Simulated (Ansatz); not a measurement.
Consider the ligand exchange at the Si–C bond: `NB([SiH3])C[SiH3]` + `N=C(O)[SiH3]` → `N=C([SiH3])O[SiH3]` + `CB(N)[SiH3]`.

Calculated with Ansatz (gas phase, PBE0-D4/def2-TZVP geometries, no zero-point term in ΔE). CBS: MP2 limit from def2 TZ/QZ plus the TZ coupled-cluster correction, frozen cores. Functionals use def2-TZVPP. B3LYP here is the variant with VWN-RPA as its local correlation; programs differ in this. Each species was taken in one conformer, which may not be the lowest.

`NB([SiH3])C[SiH3]`:

Z-matrix (Å, degrees):
```
Si
B 1 2.027
H 1 1.491 2 112.1
H 1 1.493 2 110.8 3 119.1
H 1 1.494 2 112.1 3 -121.0
C 2 1.569 1 121.6 3 -54.3
N 2 1.394 1 118.2 3 124.1
Si 6 1.879 2 110.6 1 88.8
H 6 1.097 2 112.4 1 -152.0
H 6 1.094 2 112.3 1 -30.3
H 7 1.006 2 123.5 1 -0.8
H 7 1.009 2 123.2 1 179.8
H 8 1.487 6 111.0 2 -55.3
H 8 1.489 6 111.0 2 -175.8
H 8 1.489 6 110.0 2 64.5
```

`N=C(O)[SiH3]`:

```xyz
9

N    -0.547   -1.314   -0.966
C    -0.103   -0.176   -0.637
O     0.183    0.726   -1.595
Si    0.241    0.477    1.115
H    -0.722   -1.901   -0.157
H    -0.021    0.304   -2.444
H    -0.131   -0.610    2.056
H     1.680    0.809    1.256
H    -0.580    1.685    1.373
```

`N=C([SiH3])O[SiH3]`:

Cartesian coordinates in Å:
```
N -0.171 0.749 1.221
C -0.194 0.366 0.015
Si -0.953 1.248 -1.488
O 0.379 -0.812 -0.294
Si 1.092 -1.692 0.964
H -0.626 1.646 1.357
H -2.001 0.387 -2.087
H 0.109 1.519 -2.487
H -1.543 2.521 -1.003
H 2.219 -0.950 1.572
H 1.599 -2.888 0.250
H 0.092 -2.094 1.978
```

`CB(N)[SiH3]`:

Z-matrix (Å, degrees):
```
C
B 1 1.573
H 1 1.095 2 110.8
H 1 1.095 2 113.7 3 121.7
H 1 1.095 2 110.7 3 -116.7
N 2 1.392 1 120.4 3 -121.9
Si 2 2.029 1 121.5 3 58.1
H 6 1.006 2 123.8 1 -180.0
H 6 1.009 2 122.7 1 0.1
H 7 1.492 2 111.7 1 59.2
H 7 1.494 2 112.3 1 179.6
H 7 1.492 2 111.6 1 -60.0
```

**Question.** Is it downhill or uphill in electronic energy at CCSD(T)/CBS, and by how much? (An estimate is asked.)

**Answer.** Ansatz gave: Downhill: ΔE = -76.2 kJ/mol.

**Question.** What do these levels give: r2SCAN-D4, B3LYP-D4, ωB97M-V, B2PLYP, PBE0, SCS-MP2/def2-TZVPP, CCSD(T)/def2-TZVPP, HF/def2-QZVPP, MP2/def2-QZVPP, SCS-MP2/def2-QZVPP, HF/CBS(def2), CCSD/CBS(def2)? (Best estimate.)

**Answer.** The calculation gave: r2SCAN-D4 -73.1, B3LYP-D4 -77.7, ωB97M-V -74.6, B2PLYP -80.7, PBE0 -67.9, SCS-MP2/def2-TZVPP -81.3, CCSD(T)/def2-TZVPP -76.4, HF/def2-QZVPP -92.6, MP2/def2-QZVPP -77.6, SCS-MP2/def2-QZVPP -81.4, HF/CBS(def2) -92.8, CCSD/CBS(def2) -78.0 kJ/mol.

Largest T1 diagnostic among the species: 0.014.

In def2-TZVPP, CCSD(T) changes the Hartree–Fock value by +15.1 kJ/mol (the triples alone add +1.8 kJ/mol) and MP2 by +14.2 kJ/mol.
